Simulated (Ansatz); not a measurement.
ClH5OSiSn can be A, `Cl[SiH2][O][SnH3]`, or B, `[SiH3][O][SnH2][Cl]`.

Isolated molecules relaxed with PBE0-D4/def2-TZVP in Ansatz; ΔE leaves out vibrations. CCSD(T)/CBS is the MP2 limit (def2-TZVPP, def2-QZVPP) plus CCSD(T) − MP2 in def2-TZVPP, frozen cores. Functionals use def2-TZVPP. B3LYP here is the variant with VWN-RPA as its local correlation; programs differ in this. def2 core potentials past Kr. For Sn outer-core shells are correlated without core-valence functions, which leaves a few kJ/mol of doubt a bond. One conformer a species, not always the lowest.

Task: Which is lower in electronic energy at CCSD(T)/CBS, and by how much? (An estimate is asked.)

Result: Computed: A, by 18.4 kJ/mol.

Task: Give E(B) − E(A) in kJ/mol with B3LYP-D4, CCSD(T)/def2-TZVPP, ωB97M-V, CCSD/def2-TZVPP, B3LYP, HF/def2-TZVPP, PBE-D4. (Best estimate.)

Result: Ansatz gave: B3LYP-D4 18.9, CCSD(T)/def2-TZVPP 22.6, ωB97M-V 24.3, CCSD/def2-TZVPP 22.2, B3LYP 17.2, HF/def2-TZVPP 13.7, PBE-D4 21.2. None reverses the order clearly.

Largest T1 diagnostic: 0.013.

In def2-TZVPP, CCSD(T) changes the Hartree–Fock value by +8.8 kJ/mol (the triples alone add +0.3 kJ/mol) and MP2 by +9.6 kJ/mol.
